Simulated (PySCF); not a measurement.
Ga(OH)(SeH)2 (GaH3OSe2), SMILES [OH][Ga]([SeH])[SeH].

Geometry: B3LYP-D3(BJ)/def2-SVP. Other conformers were not sampled.

All values below come from ωB97X/def2-TZVP in PySCF.

**Question.** Estimate the frontier levels, gap, dipole moment and polarisability. (Estimate from the structure and the level; the computed values follow.)

**Answer.** 
```json
{
  "highest_occupied_level": "-9.53 eV",
  "lowest_empty_level": "0.69 eV",
  "orbital_gap": "10.22 eV",
  "dipole_moment": "1.62 D",
  "quadrupole, principal values (traceless, Buckingham form, about the centre of nuclear charge)": "-7.49, -2.27, 9.76 D·Å",
  "mean_static_polarisability": "84.9 bohr³ (12.58 Å³)",
  "polarisability_principal_values": "60.0, 81.8, 113.0 bohr³"
}
```
